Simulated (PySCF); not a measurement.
## Exercise with solution: oscillator strength and radiative lifetime

Cd(Et)2 (C4H10Cd), SMILES [CH2](C)[Cd][CH2]C.

Geometry: PBE0-D3(BJ)/def2-SVP. The isomer is the one that the SMILES or the coordinates give; other isomers of the formula were not compared. The def2 effective core potentials stand for the cores of Cd; spin–orbit coupling is left out. Other conformers were not sampled.

TDDFT-CAM-B3LYP/def2-SVPD run with PySCF puts the first singlet state with f over 0.02 at 5.84 eV (vertical), with the transition dipole (1.530, 0.299, 0.000) in atomic units.

Q: Find the oscillator strength, the wavelength and the radiative lifetime that this transition would have in vacuum if emission retraced absorption.

A: 
|μ|² = 2.4303 au, so |μ| = 3.96 D. ΔE = 5.84/27.211 = 0.2146 hartree. f = (2/3) ΔE |μ|² = 0.348 (the program prints 0.348).
λ = 1239.84/5.84 = 212 nm; ν = 47103 cm⁻¹.
Einstein's coefficient A = 0.6670 ν² f s⁻¹ (ν in cm⁻¹) = 5.1e8 s⁻¹, so τ = 1/A = 1.9 ns. This state is S3; the lower singlets have f = 0.000, 0.000. The figure is the radiative limit of this one transition; relaxation, internal conversion, crossing to triplets and a medium change what is measured.
